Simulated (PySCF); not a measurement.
**Distorted geometries of Lu2O3**

Lu2O3 (singlet in the valence; each metal's 4f electrons, 14 of them, lie in its core potential, out of spins and levels). PySCF 2.14.0, RKS BP86, Lu lcecp-1-SVP with ECP60, O def2-SVP; non-relativistic Hamiltonian with scalar-relativistic core potentials where named; density fitting; no spin-orbit coupling. Relaxed geometry:

```xyz
5

Lu    0.4315    0.3153    2.0082
Lu    0.4315    0.3153   -2.0082
O     0.6989    0.5106    0.0000
O    -1.0159   -0.7422    2.4212
O    -1.0159   -0.7422   -2.4212
```

Q: Order these distorted geometries by energy above the relaxed one, lowest first.
A.
```xyz
5

Lu    0.4323    0.3093    1.9845
Lu    0.4070    0.3374   -1.9944
O     0.7063    0.5486    0.0286
O    -0.9881   -0.8001    2.3742
O    -1.0275   -0.7385   -2.3929
```
B.
```xyz
5

Lu    0.3227    0.0648    1.9490
Lu    0.4709    0.3500   -1.9381
O     0.6774    0.6790   -0.0118
O    -1.0860   -0.5616    2.3410
O    -0.8548   -0.8755   -2.3402
```
C.
```xyz
5

Lu    0.4096    0.2884    2.0134
Lu    0.4195    0.3249   -2.0164
O     0.6630    0.5012    0.0281
O    -0.9994   -0.7767    2.4419
O    -0.9625   -0.6811   -2.4670
```

A: A (0.02 eV), C (0.11 eV), B (1.57 eV).

Q: Which forces (eV/Å) act in the one that lies 0.02 eV up?

A: 
```
Lu  -0.04 -0.05  0.88
Lu   0.06  0.02  0.22
O    0.02  0.03 -1.06
O   -0.03 -0.01 -0.05
O   -0.01  0.01  0.00
```
Forces carry noise of the integration grid, about 0.01 to 0.03 eV/Å.

No frequency check is given that shows the relaxed geometry to be a minimum, and it was reached by following one of several unstable modes of a saddle point. An lcecp potential fixes the number of 4f electrons, so in runs with it no electron can move into or out of that shell.
